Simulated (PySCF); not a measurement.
Compound: C4H9OSi (doublet state).
Cartesian coordinates in Å at the GFN2-xTB level; atoms count from 1:
```
atom  x, y, z in Å
C1     0.0758   -0.2740   -1.9056
C2     0.2961   -0.1647   -0.5975
C3    -0.5036   -0.9068    0.4378
C4    -1.5135    0.0189    1.1144
O5     1.2638    0.6507   -0.1494
Si6    1.7564    1.3369    1.2382
H7    -0.6842   -0.9289   -2.2869
H8     0.6557    0.2856   -2.6167
H9     0.1782   -1.3153    1.1883
H10   -1.0255   -1.7345   -0.0425
H11   -2.2026    0.4234    0.3762
H12   -1.0027    0.8496    1.6018
H13   -2.0831   -0.5251    1.8643
H14    3.0455    1.8549    0.8296
H15    1.7393    0.4374    2.3866
```

The hyperfine couplings belong to this conformer and change with its torsions.

The species is `C=C(CC)O[SiH2]` [radical].

Computed, not measured: UKS B3LYP, pcH-1 on C H O Si, non-relativistic, mean-field spin-orbit, GIAO (PySCF). The structure is a single GFN2-xTB conformer in the gas phase; no vibrational or solvent corrections. Couplings are sensitive to structure, and on GFN2-xTB geometries they can be far from those on DFT ones, by a factor of two or more for some ions and for spin on atoms past the first row. No stability test was run, so a lower SCF solution isn't excluded.

Computed for the main isotopes (class means, splittings of 0.05 mT or more): g = 2.0025; H14/H15 1H +88.0 MHz (3.14 mT); H7 1H -4.9 MHz (0.17 mT); H8 1H -4.7 MHz (0.17 mT); 12 first-order lines, 6.62 mT wide. Two of these splittings differ by less than 0.03 mT, so with lines wider than that fewer lines would be seen.

Problem. What changes when 1H at H14/H15 is replaced by 2H at both sites?

Solution. At a fixed geometry a is proportional to g_N: 0.85744/5.58569 = 0.1535, so a goes from +88.0 to +13.5 MHz (0.482 mT). The spin goes from 1/2 to 1, so the 1:2:1 triplet becomes a 1:2:3:2:1 quintet. The spectrum then has 20 first-order lines over 2.27 mT.

Lines closer than 0.012 mT are merged, which leaves 15.

```tsv
offset from centre (mT)	relative intensity
-1.14	1
-0.96	2
-0.79	1
-0.65	2
-0.48	4
-0.31	2
-0.17	3
0.00	6
+0.17	3
+0.31	2
+0.48	4
+0.65	2
+0.79	1
+0.96	2
+1.14	1
```

Problem. Give position and intensity of the satellites from 29Si at Si6.

Solution. a = -519.2 MHz, or 18.52 mT in magnitude, and I = 1/2, so to first order each main line has two satellites, at ±9.26 mT. The isotope's abundance is about 4.7 %, shared among 2 lines, so each has 2.5 % of the main line's intensity. At 340 mT second-order shifts move them to lower field by up to 0.25 mT.

Problem. Where do the 17O satellites of O5 appear, and how strong are they?

Solution. a = -19.1 MHz, or 0.68 mT in magnitude, and I = 5/2, so to first order each main line has six satellites, at ±0.34, ±1.02, ±1.71 mT. The isotope's abundance is about 0.038 %, shared among 6 lines, so each has 0.0063 % of the main line's intensity.

Class means assume fast exchange of nuclei equivalent by connectivity; if that motion is slow, each nucleus keeps its own coupling. The 1H value of +88.0 MHz is a mean of couplings from 81.6 to 94.5 MHz in this one geometry, not an average over conformers.
